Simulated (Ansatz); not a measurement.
C3H10SSi (`CC(C)S[SiH3]`), relaxed with RKS PBE-D4/def2-SVP in Ansatz 0.2.0 from a rough embedded geometry. The force threshold is 0.03 eV/Å; the program also tests the step.

Total charge 0; spin multiplicity 1.

Start:

```xyz
15

C    -1.069   -0.122    1.131
C    -0.362   -0.406   -0.189
C    -0.660   -1.832   -0.606
S     1.383   -0.254   -0.037
Si    1.824    1.841   -0.354
H    -0.672   -0.729    1.961
H    -2.136   -0.202    1.088
H    -0.865    0.954    1.483
H    -0.770    0.309   -0.977
H    -1.791   -1.951   -0.723
H    -0.249   -2.065   -1.596
H    -0.369   -2.561    0.126
H     3.329    2.136   -0.313
H     1.148    2.641    0.699
H     1.257    2.241   -1.692
```

**Question.** By how much does the energy fall, and how many steps does the optimiser take? (Best estimate.)

**Answer.** The calculation gave: 8.09 kcal/mol, in 5 steps, 1 of them rejected.

**Question.** Which bonds change most? (Estimate.)

**Answer.** Computed: C2–S4 from 1.759 to 1.872 Å; C1–H8 from 1.151 to 1.108 Å; C1–H7 from 1.071 to 1.111 Å; C3–H12 from 1.073 to 1.110 Å.

**Question.** Give the relaxed structure. (An estimate is asked.)

**Answer.** Ansatz gave: 
```xyz
15

C    -1.040   -0.045    1.141
C    -0.373   -0.421   -0.181
C    -0.697   -1.848   -0.623
S     1.491   -0.287   -0.063
Si    1.761    1.828   -0.336
H    -0.708   -0.721    1.955
H    -2.144   -0.128    1.052
H    -0.799    0.993    1.446
H    -0.692    0.284   -0.979
H    -1.795   -1.976   -0.719
H    -0.229   -2.086   -1.598
H    -0.334   -2.586    0.122
H     3.247    2.048   -0.335
H     1.141    2.655    0.762
H     1.173    2.292   -1.645
```
